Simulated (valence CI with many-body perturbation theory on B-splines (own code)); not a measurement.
E1 line list for Sb¹⁸⁺

Level of theory: configuration interaction combined with many-body perturbation theory (CI+MBPT): five valence electrons over a frozen Dirac-Fock core [Ar] 3d10, a basis of 9 s, 9 p, 8 d, 6 f, 3 g, 1 h functions for each j, with the one-electron correlation potential Σ1, the two-electron term Σ2, the three-electron term Σ3, Breit, model QED; selected CI, second order for the rest (own B-spline code, finite nucleus).

No measured spectrum was set against this ion. As an estimate, levels hold to about 250 cm⁻¹ or 0.2 % of their energy and the worst to 1 %, as in measured heavy ions of charge 2 to 7; those with d or f electrons hold less well. Among the levels kept, up to 300 cm⁻¹ of a level comes from second order outside the variational space, and about a tenth of that is noise between levels of different J, which matters for small intervals.

Lines 51 to 100 of 167 in falling wavelength, among levels below 1039100 cm⁻¹, chosen from the strongest by gf and those to the six lowest levels. Wavelengths and rates use the calculated energies, so an error of 1000 cm⁻¹ moves a line at 21.11 nm by 0.21 % and its rate by three times that or more. Electric multipoles are in the length gauge, E1 and E2 with the static RPA response of the core. Weak lines are less certain than strong ones. Lines between different terms over intervals too small for the method are left out, as are lines whose strength nearly cancels. The highest levels of a list are the least certain.

Names give the largest LS component (configuration and term), which can be under half, so a name can repeat, a term be missing and a line seem to break the LS rules; names also repeat where a configuration has a term twice. Letters in brackets count levels of one name in rising energy.

```tsv
λ vac (nm)	Upper	Lower	A (s⁻¹)	S (a.u.)
21.11	4s4p⁴ ⁴P_3/2	4s²4p³ ⁴S°_3/2	1.51e+10	2.81e-01
21.08	4s4p⁴ ²P_3/2	4s²4p³ ²P°_1/2	3.23e+09	5.98e-02
21.07	4s²4p²4d ⁴D_1/2	4s²4p³ ²P°_3/2	6.49e+09	6.00e-02
21.03	4p⁵ ²P°_3/2	4s4p⁴ ⁴P_1/2	5.82e+08	1.07e-02
20.87	4s4p⁴ ⁴P_1/2	4s²4p³ ⁴S°_3/2	1.33e+10	1.20e-01
20.83	4s4p⁴ ²D_5/2	4s²4p³ ²D°_3/2	1.76e+08	4.71e-03
20.80	4p⁵ ²P°_3/2	4s4p⁴ ⁴P_3/2	4.81e+09	8.54e-02
20.48	4s²4p²4d ⁴D_3/2	4s²4p³ ²P°_3/2	9.39e+08	1.59e-02
20.46	4s²4p²4d ⁴F_3/2	4s²4p³ ²P°_1/2	8.77e+08	1.48e-02
20.05	4s4p⁴ ²P_1/2 [b]	4s²4p³ ²P°_3/2	3.07e+10	2.44e-01
19.83	4s4p⁴ ²P_3/2	4s²4p³ ²D°_5/2	1.91e+10	2.95e-01
19.36	4s4p³4d ⁶D°_3/2	4s4p⁴ ⁴P_1/2	4.71e+08	6.74e-03
19.32	4s²4p²4d ⁴D_5/2	4s²4p³ ²P°_3/2	4.89e+08	1.04e-02
19.28	4s²4p²4d ⁴F_3/2	4s²4p³ ²D°_5/2	2.01e+10	2.84e-01
19.24	4s4p³4d ⁶D°_1/2	4s4p⁴ ⁴P_3/2	1.25e+09	8.79e-03
19.23	4s4p⁴ ²P_1/2 [a]	4s²4p³ ²D°_3/2	2.66e+10	1.87e-01
19.02	4s4p⁴ ²P_3/2	4s²4p³ ²D°_3/2	2.06e+08	2.80e-03
18.89	4p⁵ ²P°_3/2	4s4p⁴ ⁴P_5/2	3.70e+09	4.92e-02
18.88	4s²4p²4d ²P_3/2 [a]	4s²4p³ ²P°_3/2	1.25e+09	1.67e-02
18.83	4s4p⁴ ²D_3/2	4s²4p³ ⁴S°_3/2	2.40e+09	3.16e-02
18.55	4s²4p²4d ⁴F_5/2	4s²4p³ ²D°_5/2	5.43e+08	1.03e-02
18.51	4s²4p²4d ⁴F_3/2	4s²4p³ ²D°_3/2	3.45e+09	4.32e-02
18.23	4s²4p²4d ⁴D_1/2	4s²4p³ ²P°_1/2	1.76e+09	1.05e-02
18.02	4s4p⁴ ²D_5/2	4s²4p³ ⁴S°_3/2	1.41e+08	2.44e-03
17.97	4s²4p²4d ⁴P_5/2	4s²4p³ ²P°_3/2	5.88e+07	1.01e-03
17.83	4s²4p²4d ⁴F_5/2	4s²4p³ ²D°_3/2	1.42e+07	2.38e-04
17.78	4s²4p²4d ⁴D_3/2	4s²4p³ ²P°_1/2	2.09e+09	2.32e-02
17.77	4s²4p²4d ⁴P_3/2	4s²4p³ ²P°_3/2	1.13e+09	1.25e-02
17.71	4s²4p²4d ⁴P_1/2	4s²4p³ ²P°_3/2	2.58e+09	1.42e-02
17.53	4s4p³4d ⁶D°_3/2	4s4p⁴ ⁴P_5/2	3.25e+09	3.45e-02
17.53	4s4p³4d ⁶D°_5/2	4s4p⁴ ⁴P_5/2	2.28e+09	3.63e-02
17.46	4s4p⁴ ²P_1/2 [b]	4s²4p³ ²P°_1/2	2.36e+08	1.24e-03
17.45	4s4p³4d ⁶D°_7/2	4s4p⁴ ⁴P_5/2	7.13e+08	1.50e-02
17.34	4s²4p²4d ²F_5/2	4s²4p³ ²D°_5/2	6.96e+08	1.08e-02
17.13	4s²4p²4d ²D_3/2 [a]	4s²4p³ ²P°_3/2	3.38e+08	3.36e-03
16.98	4s²4p²4d ⁴F_7/2	4s²4p³ ²D°_5/2	6.48e+08	1.25e-02
16.89	4s²4p²4d ⁴D_3/2	4s²4p³ ²D°_5/2	2.36e+10	2.25e-01
16.82	4s4p⁴ ²P_1/2 [a]	4s²4p³ ⁴S°_3/2	7.62e+09	3.58e-02
16.81	4s²4p²4d ²F_7/2 [a]	4s²4p³ ²D°_5/2	1.20e+08	2.25e-03
16.71	4s²4p²4d ²F_5/2	4s²4p³ ²D°_3/2	1.98e+08	2.74e-03
16.67	4s²4p²4d ⁴D_1/2	4s²4p³ ²D°_3/2	8.48e+08	3.88e-03
16.66	4s²4p²4d ²D_5/2 [a]	4s²4p³ ²P°_3/2	2.08e+09	2.85e-02
16.65	4s4p⁴ ²P_3/2	4s²4p³ ⁴S°_3/2	4.08e+08	3.72e-03
16.61	4s²4p²4d ²P_1/2 [a]	4s²4p³ ²P°_3/2	1.83e+10	8.29e-02
16.56	4s²4p²4d ²P_3/2 [a]	4s²4p³ ²P°_1/2	2.55e+09	2.28e-02
16.29	4s²4p²4d ⁴D_3/2	4s²4p³ ²D°_3/2	1.07e+09	9.11e-03
16.26	4s²4p²4d ⁴F_3/2	4s²4p³ ⁴S°_3/2	1.53e+10	1.30e-01
16.09	4s²4p²4d ⁴D_5/2	4s²4p³ ²D°_5/2	8.56e+09	1.06e-01
16.02	4s4p⁴ ²P_1/2 [b]	4s²4p³ ²D°_3/2	1.98e+10	8.05e-02
16.01	4s²4p²4d ²P_1/2 [b]	4s²4p³ ²P°_3/2	1.71e+09	6.91e-03
```
